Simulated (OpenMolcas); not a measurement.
**Cs I: CASPT2 settings compared**

| Item | Value |
| --- | --- |
| Program | OpenMolcas |
| Basis | ANO-RCC-VDZP [7s6p3d1f] |
| Scalar Hamiltonian | X2C, point nucleus |
| Active space | 1 electron in 9 orbitals (5d 6s 6p) |
| State averaging | 2S+1 = 2 even, 6 roots; 2S+1 = 2 odd, 3 roots |
| Spin-orbit coupling | state interaction with AMFI integrals over the reference wave functions, term energies averaged over their components |

Methods on the same reference wave functions:
A. CASSCF
B. SS-CASPT2, IPEA 0.6 Eh, no level shift (closed shells correlated: 4d 5s 5p)
C. SS-CASPT2, IPEA 0.2 Eh, sigma2 regulariser 0.5 Eh (closed shells correlated: 5s 5p)
D. XMS-CASPT2, IPEA 0.4 Eh, real shift 0.15 Eh (closed shells correlated: 5s 5p)

Energies in cm⁻¹ above 6s ²S_1/2, the measured ground level; measured values from NIST Handbook of Basic Atomic Spectroscopic Data.

| Level | A | B | C | D | Measured |
| --- | --- | --- | --- | --- | --- |
| 6s ²S_1/2 | 0.0 | 0.0 | 0.0 | 0.0 | 0.0 |
| 6p ²P°_1/2 | 9247 | 10120 | 10100 | 10110 | 11178 |
| 6p ²P°_3/2 | 9556 | 10430 | 10410 | 10420 | 11732 |
| 5d ²D_3/2 | 15754 | 16410 | 16350 | 16380 | 14499 |
| 5d ²D_5/2 | 16106 | 16760 | 16710 | 16730 | 14597 |

Deviations, from unrounded energies. A percentage is the sum of absolute deviations over the sum of measured energies, with the sign that they share, or ± where signs differ.

```json
{"Against measurement": "mean absolute deviation (cm-1)", "Levels": "4", "A": "1700", "B": "1600", "C": "1600", "D": "1600"}
{"Against measurement": "other configurations (%)", "Levels": "4", "A": "±13.2", "B": "±12.4", "C": "±12.2", "D": "±12.3"}
```

B, C, D lie about equally close to measurement and A furthest from it. The largest miss of C in the table is 5d ²D_5/2, by +2100 cm-1. The ranking rests on the paired levels alone, and a cruder setting can come out closer through cancelling errors.

Among B to D the level of the table that moves most is 5d ²D_3/2, by 55 cm-1 (lowest in C, highest in B). Moves below CASPT2's spread within the term are not significant.

The mean deviations of B to D differ by less than CASPT2's widest spread within a term (77 cm-1), so their order carries little weight.

The lowest spin-free term lies below A's lowest term by 0.067 hartree in B, 0.053 hartree in C, 0.052 hartree in D.

CASPT2 does not keep the components of a term degenerate, so their means are used; among the terms shown or strongly mixed into the levels shown the widest spread is 77 cm-1 (5d ²D, B). ANO sets are built for ground and valence states and can reach diffuse excited orbitals poorly. With one active electron the reference holds no correlation, so core polarisation is missing (holds for A). With one active electron, CASPT2 adds the correlation within the correlated inactive shells and between them and that electron, and leaves the splitting within a term as the reference gives it (holds for B; C; D). Measured partners are found by configuration, term and J. A level has none where our copy of the source lacks it or the pairing is in doubt (some pairs that miss far off the trend of their configuration count as doubtful), and it then counts in no deviation. Levels of configurations outside the active space are missing.

° marks odd parity.
